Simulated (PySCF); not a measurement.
## Magnetic susceptibility: `InChI=1S/C9H12/c1-2-4-8(5-3-1)9-6-7-9/h1-2,5,9H,3-4,6-7H2`

Molfile (atoms numbered from 1):
```
C9H12
     RDKit          3D

 21 22  0  0  0  0  0  0  0  0999 V2000
    2.6961    0.0758   -0.0215 C   0  0  0  0  0  0  0  0  0  0  0  0
    2.1026    1.2538   -0.0761 C   0  0  0  0  0  0  0  0  0  0  0  0
    0.6322    1.4321   -0.2819 C   0  0  0  0  0  0  0  0  0  0  0  0
   -0.1354    0.1368   -0.2423 C   0  0  0  0  0  0  0  0  0  0  0  0
   -1.6095    0.3215   -0.2390 C   0  0  0  0  0  0  0  0  0  0  0  0
   -2.3967    0.0932    1.0272 C   0  0  0  0  0  0  0  0  0  0  0  0
   -2.5947   -0.8064   -0.1498 C   0  0  0  0  0  0  0  0  0  0  0  0
    0.4757   -1.0383   -0.1905 C   0  0  0  0  0  0  0  0  0  0  0  0
    1.9614   -1.2183   -0.1644 C   0  0  0  0  0  0  0  0  0  0  0  0
    3.7648    0.0000    0.1294 H   0  0  0  0  0  0  0  0  0  0  0  0
    2.6748    2.1661    0.0297 H   0  0  0  0  0  0  0  0  0  0  0  0
    0.4590    1.9275   -1.2467 H   0  0  0  0  0  0  0  0  0  0  0  0
    0.2360    2.1078    0.4860 H   0  0  0  0  0  0  0  0  0  0  0  0
   -1.9236    1.1760   -0.8301 H   0  0  0  0  0  0  0  0  0  0  0  0
   -1.8631   -0.3027    1.8778 H   0  0  0  0  0  0  0  0  0  0  0  0
   -3.1756    0.7945    1.2863 H   0  0  0  0  0  0  0  0  0  0  0  0
   -3.5100   -0.7179   -0.7160 H   0  0  0  0  0  0  0  0  0  0  0  0
   -2.2297   -1.8183   -0.0819 H   0  0  0  0  0  0  0  0  0  0  0  0
   -0.0940   -1.9567   -0.1693 H   0  0  0  0  0  0  0  0  0  0  0  0
    2.2857   -1.7200   -1.0865 H   0  0  0  0  0  0  0  0  0  0  0  0
    2.2350   -1.8897    0.6590 H   0  0  0  0  0  0  0  0  0  0  0  0
  1  2  2  0
  2  3  1  0
  3  4  1  0
  4  5  1  0
  5  6  1  0
  6  7  1  0
  4  8  2  0
  8  9  1  0
  9  1  1  0
  7  5  1  0
  1 10  1  0
  2 11  1  0
  3 12  1  0
  3 13  1  0
  5 14  1  0
  6 15  1  0
  6 16  1  0
  7 17  1  0
  7 18  1  0
  8 19  1  0
  9 20  1  0
  9 21  1  0
M  END
```

Method: PySCF 2.14.0, GIAO KT3/pcSseg-1 magnetisability, rotational g tensor and spin-rotation constants, non-relativistic, gas phase. Geometry: GFN2-xTB.

Q: What are the magnetisability and the molar susceptibility?

A: Isotropic -1375 × 10⁻³⁰ J/T², or -82.8 × 10⁻⁶ cm³/mol; principal values -1498, -1402, -1224 × 10⁻³⁰ J/T², anisotropy 241 × 10⁻³⁰ J/T² (root of half the summed squared differences of the principal values). The susceptibility is in cgs units.

Q: Split it along the inertial axes a, b, c into diamagnetic and paramagnetic parts about the centre of mass, with the quadrupole moment.

A: 
```csv
axis,χ (10⁻⁶ cm³/mol),diamagnetic (10⁻⁶ cm³/mol),paramagnetic (10⁻⁶ cm³/mol),summed x² of all electrons (Å²),quadrupole Θ (D Å)
a,-82.3,-461.9,379.6,267.2,+0.98
b,-76.5,-1253.4,1176.9,80.6,+3.39
c,-89.6,-1475.7,1386.1,28.2,-4.37
```
Anisotropies 2χaa − χbb − χcc = +1.5 and 2χbb − χaa − χcc = +18.8 × 10⁻⁶ cm³/mol. Θ is traceless in Buckingham's convention.

Q: And the rotational g tensor?

A: 
```
axis  rotational constant (GHz)        g  nuclear part  electronic part
   a                     3.7737  -0.0250        0.6480          -0.6730
   b                     1.0782  -0.0108        0.5853          -0.5961
   c                     0.9085  -0.0016        0.5900          -0.5916
```
Asymmetric top; isotopes 12C, 1H; no vibrational averaging.
